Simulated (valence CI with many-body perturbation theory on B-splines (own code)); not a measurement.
The numbers below are computed, except where a source is named.
## Tl⁴⁹⁺: magnetic and hyperfine properties of the levels

Level of theory: relativistic CI+MBPT: four valence electrons over a frozen Dirac-Fock core [Ar] 3d10, a basis of 11 s, 11 p, 9 d, 7 f, 5 g, 2 h, 1 i functions for each j, with the one-electron correlation potential Σ1 (screened to all orders), the two-electron term Σ2, the three-electron term Σ3, Breit, model QED; selected single and double excitations, second order for the rest (own B-spline code, finite nucleus).

No measured spectrum was set against this ion. As an estimate, large intervals hold to a few tenths of a per cent, small ones and those within an open d or f shell to about a per cent.

A/g_I is the dipole constant over the nuclear g factor μ/I (μ in nuclear magnetons, uniformly magnetised nucleus), B/Q the quadrupole constant per barn. Both hold the static response of the core; the bare values leave it out. Large factors of s and p1/2 electrons are usually good to 5 to 10 %; those of open d and f shells near neutrality can be off by tens of per cent, and small factors of p3/2, d and f electrons come from cancelling terms and can be off by a factor of two or in sign, in half-filled shells by more. B is blank for J = 1/2, where it vanishes, and for nearly pure S terms. Energies count from the lowest level. Levels with J = 0 are left out.

Levels are named by their leading jj configuration (3d3/2^4 stands for four electrons in 3d with j = 3/2), which in mixed levels can hold well under half, so a name can repeat and another be missing. Letters in brackets count levels of one name in rising energy.

| Level | E (Ry) | g | A/g_I (MHz) | A/g_I bare | B/Q (MHz/b) | B/Q bare |
| --- | --- | --- | --- | --- | --- | --- |
| (4s^2 4p1/2 4p3/2) J=1 | 11.110 | 1.495 | -107000 | -105000 | 86700 | 84200 |
| (4s^2 4p1/2 4p3/2) J=2 | 11.468 | 1.171 | 275000 | 267000 | 158000 | 154000 |
| (4s 4p1/2^2 4p3/2) J=2 | 19.538 | 1.543 | 689000 | 668000 | 161000 | 156000 |
| (4s 4p1/2^2 4p3/2) J=1 | 20.764 | 1.084 | -510000 | -495000 | 106000 | 103000 |
| (4s^2 4p3/2^2) J=2 | 22.852 | 1.317 | 85700 | 82600 | 14900 | 14400 |
| (4s^2 4p1/2 4d3/2) J=2 | 24.192 | 0.758 | 243000 | 237000 | 34900 | 34400 |
| (4s^2 4p1/2 4d3/2) J=1 | 25.753 | 0.850 | -180000 | -173000 | 15000 | 14800 |
| (4s^2 4p1/2 4d5/2) J=2 | 27.337 | 1.308 | -80200 | -77000 | 16400 | 16300 |
| (4s^2 4p1/2 4d5/2) J=3 | 27.426 | 1.118 | 166000 | 162000 | 18500 | 18500 |
| (4s 4p1/2 4p3/2^2) J=2 [a] | 30.432 | 1.526 | 427000 | 414000 | 52100 | 50600 |
| (4s 4p1/2 4p3/2^2) J=3 | 31.131 | 1.315 | 600000 | 582000 | 11500 | 11300 |
| (4s 4p1/2 4p3/2^2) J=1 [a] | 32.199 | 1.290 | 743000 | 721000 | -127000 | -124000 |
| (4s 4p1/2 4p3/2^2) J=2 [b] | 32.360 | 1.086 | 1840 | 1700 | -22000 | -21500 |
| (4s 4p1/2 4p3/2^2) J=1 [b] | 32.484 | 1.355 | 201000 | 195000 | 85200 | 82800 |
| (4s 4p1/2^2 4d3/2) J=1 | 32.719 | 0.437 | -576000 | -558000 | 15100 | 14900 |
| (4s 4p1/2^2 4d3/2) J=2 | 33.025 | 1.143 | 634000 | 616000 | 28300 | 28000 |
| (4s 4p1/2^2 4d5/2) J=3 | 35.698 | 1.352 | 428000 | 416000 | 25800 | 25500 |
| (4s 4p1/2^2 4d5/2) J=2 | 36.344 | 1.032 | -366000 | -353000 | 11900 | 12100 |
| (4s^2 4p3/2 4d3/2) J=2 | 36.640 | 1.049 | 47700 | 46600 | -7620 | -7370 |
| (4s^2 4p3/2 4d3/2) J=1 | 36.786 | 1.116 | 70600 | 68900 | -78700 | -76700 |
| (4s^2 4p3/2 4d3/2) J=3 | 36.812 | 1.099 | 69000 | 67500 | 180000 | 176000 |
| (4s^2 4p3/2 4d5/2) J=4 | 38.218 | 1.245 | 42100 | 41200 | 209000 | 204000 |
| (4s^2 4p3/2 4d5/2) J=2 | 38.558 | 1.253 | 54700 | 53800 | -115000 | -112000 |
| (4s^2 4p3/2 4d5/2) J=3 | 39.720 | 1.193 | 46000 | 45100 | 5390 | 5690 |
| (4s^2 4p3/2 4d5/2) J=1 | 39.953 | 1.076 | -27900 | -25200 | 25600 | 25000 |
| (4p1/2^2 4p3/2^2) J=2 | 40.781 | 1.292 | 84500 | 82300 | 24600 | 24000 |
| (4s^2 4p1/2 4f5/2) J=3 | 41.536 | 0.822 | 129000 | 126000 | 20100 | 18700 |
| (4s^2 4p1/2 4f5/2) J=2 | 42.041 | 0.872 | -149000 | -144000 | 5520 | 4800 |
| (4s^2 4p1/2 4f7/2) J=3 | 42.549 | 1.197 | -66500 | -63700 | 11300 | 9980 |
| (4s^2 4p1/2 4f7/2) J=4 | 42.561 | 1.086 | 134000 | 130000 | 14600 | 13100 |
| (4s 4p1/2 4p3/2 4d3/2) J=1 [a] | 43.121 | 1.152 | 276000 | 268000 | -82100 | -79900 |
| (4s 4p1/2 4p3/2 4d3/2) J=2 [a] | 43.174 | 1.100 | 234000 | 228000 | -41800 | -40600 |
| (4s 4p3/2^3) J=2 | 43.236 | 1.429 | 677000 | 656000 | -173000 | -168000 |
| (4s 4p1/2 4p3/2 4d3/2) J=3 [a] | 43.438 | 1.149 | 381000 | 370000 | 26800 | 26200 |

Q: Take the isotope of mass number 203, with I = 1/2, μ = 1.616 μN. What is the hyperfine structure of (4s^2 4p3/2^2) J=2?

A: From the table A = 277000 MHz. Shifts from the centre of gravity in MHz: F = 3/2: -416000, F = 5/2: 277000.
